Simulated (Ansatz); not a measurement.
C₁₀H₉BO₃, SMILES OB(O)c1occc1-c1ccccc1. Atoms are numbered in the order given.

```xyz
23

O      3.3364     0.7161     1.2153
B      2.0384     0.7361     0.8103
O      1.2836     1.8439     1.0753
C      1.4787    -0.5064     0.0499
O      2.3742    -1.4696    -0.3426
C      1.7195    -2.3962    -1.0641
C      0.3943    -2.0764    -1.1698
C      0.2267    -0.8530    -0.4374
C     -1.0394    -0.1191    -0.2551
C     -1.8934     0.1114    -1.3491
C     -3.0905     0.8095    -1.1866
C     -3.4596     1.2935     0.0725
C     -2.6275     1.0616     1.1706
C     -1.4334     0.3535     1.0116
H      3.5781     1.5404     1.6584
H      0.3740     1.7927     0.7517
H      2.3127    -3.2286    -1.4356
H     -0.3811    -2.6466    -1.6762
H     -1.6001    -0.2492    -2.3376
H     -3.7369     0.9839    -2.0501
H     -4.3953     1.8431     0.1978
H     -2.9152     1.4200     2.1620
H     -0.8049     0.1435     1.8794
```

Coordinates come from a B3LYP-D3(BJ)/def2-SVP optimisation. The structure was generated by enumeration, and PubChem lists no compound with its InChIKey, so it may never have been made. Other conformers were not sampled.

Two levels are set side by side: PBE-D3(BJ)/def2-SVP (Ansatz, a first-principles code) and B3LYP-D3(BJ)/def2-SVP (Ansatz). Each level has its own optimised geometry; the coordinates shown are those of the second. Differences are taken from unrounded values.

```csv
quantity,B3LYP-D3(BJ),PBE-D3(BJ),PBE-D3(BJ) minus B3LYP-D3(BJ)
mean bond length (Å),1.277,1.284,0.007
bond O1–B2 (Å),1.360,1.369,0.009
bond B2–O3 (Å),1.366,1.375,0.009
bond B2–C4 (Å),1.560,1.564,0.004
bond C4–O5 (Å),1.373,1.378,0.006
bond C4–C8 (Å),1.387,1.398,0.011
bond O5–C6 (Å),1.345,1.352,0.008
bond C6–C7 (Å),1.367,1.376,0.008
bond C7–C8 (Å),1.436,1.438,0.002
bond C8–C9 (Å),1.475,1.475,0.000
bond C9–C10 (Å),1.407,1.414,0.007
bond C9–C14 (Å),1.408,1.416,0.008
bond C10–C11 (Å),1.395,1.401,0.006
bond C11–C12 (Å),1.398,1.405,0.006
bond C12–C13 (Å),1.397,1.403,0.006
bond C13–C14 (Å),1.397,1.404,0.006
bond O1–H15 (Å),0.966,0.975,0.009
```

GGA bonds tend to be longer and softer than those of functionals with exact exchange. Differences between two approximate levels are no errors against the true value.
